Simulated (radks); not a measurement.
Question: Neutral gold, [Xe] 4f14 5d10 6s1. All-electron calculation, non-relativistic Kohn-Sham, exchange-only PBE, spin-polarised, spherical densities, point nucleus. Program: a radial shooting solver on a logarithmic mesh with Libxc functionals. Every spin shell is full or empty, so the densities are truly spherical. Functionals are evaluated on that one density, not self-consistently. Rank these exchange functionals by their error against the exact value of the orbitals, and give that value: LDA, PBE, PBEsol, RPBE, PW91, OPTX, B86b, EV93, TPSS, SCAN, r2SCAN, MS2, Tao-Mo.

Answer: Exact: -338.002 hartree. From best to worst, with 100 (|E| - |E exact|)/|E exact| (equal figures are ties): B86b +0.04, SCAN +0.09, PW91 +0.09, r2SCAN -0.15, RPBE -0.18, PBE -0.30, TPSS -0.38, EV93 -0.47, MS2 -0.63, Tao-Mo -0.80, PBEsol -1.76, OPTX +1.92, LDA -3.78.
